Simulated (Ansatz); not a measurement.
Cost and result for the atomization energy of CH5ClOSSi (`CO[SiH](S)Cl`) (10 atoms, 9 bonds).

```tsv
atom	x (Å)	y (Å)	z (Å)
C1	0.0297	1.5232	0.6694
O2	-0.2965	0.5594	-0.3135
Si3	-0.0175	-1.0321	-0.1395
S4	-0.5546	-2.0314	-1.9197
Cl5	-1.1835	-1.8422	1.3397
H6	-0.0398	2.5089	0.2088
H7	1.0478	1.3832	1.0492
H8	-0.6706	1.4725	1.5078
H9	1.3916	-1.2450	0.2601
H10	0.2933	-1.2964	-2.6623
```

Charge 0, multiplicity 1. The structure was optimised at the PBE0-D4/def2-TZVP level. It is one conformer, not always the lowest. Program: Ansatz. Hardware: A = 2 threads of an AMD EPYC 7R13 on a shared host; B = 2 threads of an AMD EPYC 7R13 on a shared host and a share of an NVIDIA H100 80 GB. Times are those of one run each, without the atoms' runs, and a repeat can differ threefold. Electronic energies, without spin–orbit coupling; frozen cores. CCSD(T)/CBS adds CCSD(T) − MP2 in def2-TZVPP to the MP2 limit, and its time is that of the two runs behind it. T1 = 0.011. B3LYP takes the VWN-RPA correlation (the form of Gaussian; ORCA's B3LYP/G).

CCSD(T)/CBS is a level of theory with its own doubt, some kJ/mol a heavy atom from the limit and from the frozen cores, so smaller differences don't rank the functionals.

```tsv
level	functions	wall time
CCSD(T)/def2-TZVPP [B]	258	2.8 s
MP2/def2-QZVPP [B]	474	2.9 s
PBE-D4/def2-TZVPP (with forces) [A]	258	4.1 s
CCSD(T)/CBS(def2)	–	5.7 s
PBE0-D4/def2-TZVPP [A]	258	6 s
r2SCAN-D4/def2-TZVPP (with forces) [A]	258	7.5 s
B3LYP-D4/def2-TZVPP (with forces) [A]	258	9.5 s
B2PLYP/def2-TZVPP [A]	258	9.6 s
ωB97X-V/def2-TZVPP [A]	258	13 s
ωB97M-V/def2-TZVPP (with forces) [A]	258	18 s
```

(1) What atomization energy does each give, and how far from CCSD(T)/CBS? (An estimate is asked.)

Results:

(1) Computed: 
```csv
level,atomization (kcal/mol),difference from CCSD(T)/CBS,per bond
CCSD(T)/def2-TZVPP [B],823.7,-25.9,-2.9
MP2/def2-QZVPP [B],855.3,5.7,0.6
PBE-D4/def2-TZVPP (with forces) [A],857.7,8.1,0.9
CCSD(T)/CBS(def2),849.6,0.0,0.0
PBE0-D4/def2-TZVPP [A],844.8,-4.8,-0.5
r2SCAN-D4/def2-TZVPP (with forces) [A],850.7,1.1,0.1
B3LYP-D4/def2-TZVPP (with forces) [A],842.5,-7.1,-0.8
B2PLYP/def2-TZVPP [A],834.3,-15.3,-1.7
ωB97X-V/def2-TZVPP [A],852.1,2.5,0.3
ωB97M-V/def2-TZVPP (with forces) [A],852.4,2.8,0.3
```

From PBE to PBE0 (25 % exact exchange), in def2-TZVPP and without D4, the atomization energy moves by −12.0 kcal/mol: exact exchange takes away binding that semilocal exchange gives to molecules. The D4 term adds +10.1 kcal/mol with B3LYP and +5.3 kcal/mol with PBE0; it sums over pairs of atoms, weighted by their polarisabilities, and B3LYP, whose exchange is more repulsive, gets the larger term. In def2-TZVPP, CCSD(T) changes the Hartree–Fock value by +206.9 kcal/mol (the triples alone add +13.1 kcal/mol) and MP2 by +223.2 kcal/mol; breaking electron pairs costs correlation energy, which Hartree–Fock lacks.
